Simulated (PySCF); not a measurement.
Excited states between 380 and 750 nm. Vertical TDDFT excitations of isolated species (PySCF; the level stands beside each; core orbitals frozen in the response), one conformer each, no solvent. Ions are computed without counter-ions or solvent.

1. `CNc1ccncc1`
2. `C[SiH2][Si@H](F)S`
3. `FC[SiH2]S[SiH3]`
4. `n1cpccc1Cl`
5. `C(F)(F)[Si+](C)[SiH2]Cl`
6. `[AlH]` [singlet]

**Question.** For which of them does the calculation put a singlet between 380 and 750 nm?

**Answer.** 5 and 6.

1. (CAM-B3LYP/def2-SVPD on a GFN2-xTB geometry) 239 nm (f 0.019); 233 nm (f 0.000); 222 nm (f 0.005); 216 nm (f 0.174); 214 nm (f 0.019).
2. (CAM-B3LYP/def2-SVPD on a GFN2-xTB geometry) 226 nm (f 0.007); 207 nm (f 0.046); 197 nm (f 0.019); 184 nm (f 0.007); 177 nm (f 0.073).
3. (PBE0/def2-SVPD on a GFN2-xTB geometry) 216 nm (f 0.015); 200 nm (f 0.003); 195 nm (f 0.011); 184 nm (f 0.016); 178 nm (f 0.040).
4. (PBE0/def2-SVPD on a GFN2-xTB geometry) 313 nm (f 0.005); 290 nm (f 0.000); 265 nm (f 0.084); 249 nm (f 0.210); 228 nm (f 0.009).
5. (wB97X-D/def2-SVPD on a GFN2-xTB geometry) 393 nm (f 0.001); 298 nm (f 0.003); 263 nm (f 0.006); 216 nm (f 0.001); 200 nm (f 0.053). S1 lies in the visible range (380 to 750 nm), at 393 nm, f = 0.0011; light of that wavelength is violet, and its complementary colour is yellow-green; a Tamm–Dancoff triplet lies at 462 nm, without intensity as long as spin–orbit coupling is left out.
6. (wB97X-D/def2-SVPD on a PBE0-D3(BJ)/def2-SVP geometry) 430 nm (f 0.097 summed over 2 states); 224 nm (f 0.172); 183 nm (f 0.581); 178 nm (f 0.000 summed over 2 states); 176 nm (f 0.187 summed over 2 states). 2 computed singlets (S1 to S2) lie in the visible range (380 to 750 nm), the largest f among them at 430 nm, f = 0.048; light of that wavelength is violet, and its complementary colour is yellow-green; a Tamm–Dancoff triplet lies at 671 nm, without intensity as long as spin–orbit coupling is left out.
